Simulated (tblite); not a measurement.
Compound: C5H12P2Si.
SMILES with atom numbers: `[SiH3:1][CH2:2]/[P:3]=[P:4]/[CH:5]1[CH2:6][CH2:7][CH2:8]1` (hydrogens: H9, H10, H11 on Si1; H12, H13 on C2; H14 on C5; H15, H16 on C6; H17, H18 on C7; H19, H20 on C8)

The geometry is computed with GFN2-xTB (gas phase).

(1) What internal coordinates does the optimisation give?

Results:

(1) 
```
                    bond  length (Å)   order
                  Si1–C2       1.910  single
                   C2–P3       1.851  single
                   P3=P4       2.031  double
                   P4–C5       1.867  single
            C5–C6, C5–C8       1.541  single
            C6–C7, C7–C8       1.534  single
Si1–H9, Si1–H10, Si1–H11       1.464  single
          C2–H12, C2–H13       1.090  single
                  C5–H14       1.093  single
          C6–H15, C8–H19       1.090  single
          C6–H16, C8–H20       1.089  single
                  C7–H17       1.088  single
                  C7–H18       1.088  single
```

Bonds in one row agree within 0.01 Å and their mean is given. Orders are formal, as drawn. A selection of angles:
```
    angle  degrees
Si1–C2–P3    111.5
 C2–P3–P4    100.6
 P3–P4–C5     98.5
 P4–C5–C6    112.6
 C6–C5–C8     89.2
 C5–C6–C7     89.5
 C6–C7–C8     89.8
```

Torsions: Si1–C2–P3–P4 89° (synclinal); C2–P3–P4–C5 -177° (antiperiplanar); P3–P4–C5–C6 116° (anticlinal); P4–C5–C6–C7 105° (anticlinal); C5–C6–C7–C8 11° (synperiplanar); C6–C7–C8–C5 -11° (synperiplanar); P4–C5–C8–C7 -104° (anticlinal). The mirror-image conformer, all signs reversed, is as good.

P3 (phosphorus bonded to C and P) is bent (angle 100.6°). The 4-membered ring C5–C6–C7–C8 has internal angles of 89.2° to 89.8°; it is puckered, 0.07 Å rms from its mean plane, widest ring torsion 11°. Si1 (SiH3 silicon) is tetrahedral (angles from 107.8° to 110.8°).

Point group: C1 (no symmetry element, even within 0.4 Å). Its GFN2-xTB frequencies are all real (lowest 16 cm⁻¹). One conformer, not necessarily the lowest. 3 starts were optimised and ended at 0.00, 0.10 and 0.17 kcal/mol (GFN2-xTB); the lowest of these is shown.

Hardware: Arm Neoverse V1, one thread, shared host. Cost: 1.3 s of wall time. This is the geometry optimisation.
